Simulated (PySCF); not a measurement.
Broadened absorption spectrum of BF2Ge3H7

BF2Ge3H7.
Atom-mapped SMILES: `[F:1][B:2]([F:3])[GeH2:4][GeH2:5][GeH3:6]` (hydrogens: H7, H8 on Ge4; H9, H10 on Ge5; H11, H12, H13 on Ge6)

Level of theory: TDDFT wB97X-D/def2-SVPD, vertical, gas phase, core orbitals frozen in the response in PySCF 2.14.0, density-fitted response routines. The structure is a single PBE0-D3(BJ)/def2-SVP conformer in the gas phase; no vibrational or solvent corrections. The wB97X-D/def2-SVPD calculation is non-relativistic and has no spin–orbit coupling, an omission that weighs most on germanium. Torsions of this conformer, `[F:1][B:2]([F:3])[GeH2:4][GeH2:5][GeH3:6]`: F1–B2–Ge4–Ge5 110°, B2–Ge4–Ge5–Ge6 62°.

Broadening: Gaussians 0.5 eV wide at half height, area fixed by f = 4.319×10⁻⁹ ∫ε dν̃. The width is an assumption, not a result. The curve ends short of the highest state used, and states not computed would add to its high-energy end.

(E (eV), ε (L mol⁻¹ cm⁻¹)): (5.35, 22), (5.39, 41), (5.44, 88), (5.48, 156), (5.52, 266), (5.56, 438), (5.60, 696), (5.65, 1182), (5.69, 1733), (5.73, 2455), (5.77, 3355), (5.81, 4425), (5.86, 5952), (5.90, 7250), (5.94, 8525), (5.98, 9678), (6.02, 10609), (6.07, 11333), (6.11, 11497), (6.15, 11282), (6.19, 10723), (6.24, 9655), (6.28, 8630), (6.32, 7576), (6.36, 6604), (6.40, 5809), (6.45, 5180), (6.49, 5036), (6.53, 5253), (6.57, 5854), (6.61, 6851), (6.66, 8652), (6.70, 10509), (6.74, 12685), (6.78, 15100), (6.82, 17651), (6.87, 20839), (6.91, 23229), (6.95, 25343), (6.99, 27086), (7.03, 28400), (7.08, 29412), (7.12, 29740), (7.16, 29689)

Q: Locate the maxima and give the states behind the curve.

A: 203 nm (6.11 eV), ε about 11000, made up of S1 (99%); 174 nm (7.13 eV), ε about 30000, made up of S3 (35%), S4 (25%), S6 (17%) and S7 (15%) (ε in L mol⁻¹ cm⁻¹; maxima over ε = 5, shares over 10%). The states used: S1 6.10 eV (f 0.211); S2 6.60 eV (f 0.030); S3 6.96 eV (f 0.275); S4 7.09 eV (f 0.139); S5 7.19 eV (f 0.039); S6 7.27 eV (f 0.112); S7 7.41 eV (f 0.191); S8 7.54 eV (f 0.028); S9 7.62 eV (f 0.014); S10 7.76 eV (f 0.147).

Q: Coming from long wavelengths, where does ε first pass 100 L mol⁻¹ cm⁻¹?

A: At about 228 nm (5.45 eV), 0.65 eV below S1.

Q: What would ε be at 7.13 eV, the highest of these maxima, with half the width (0.25 eV)?

A: About 31600 L mol⁻¹ cm⁻¹ against 29800, a factor of about 1.1; a lone state at its own centre would give exactly 2.

Q: On this curve, what absorbance would a 10⁻⁵ mol/L sample give at 222 nm over a 1 cm path?

A: 222 nm is 5.585 eV, where ε is about 590 L mol⁻¹ cm⁻¹, so A = ε c l ≈ 0.0059 (Beer–Lambert, with the gas-phase spectrum and the assumed width).

The vertical ionisation energy (ΔSCF) is 9.69 eV, 1.93 eV above S10.
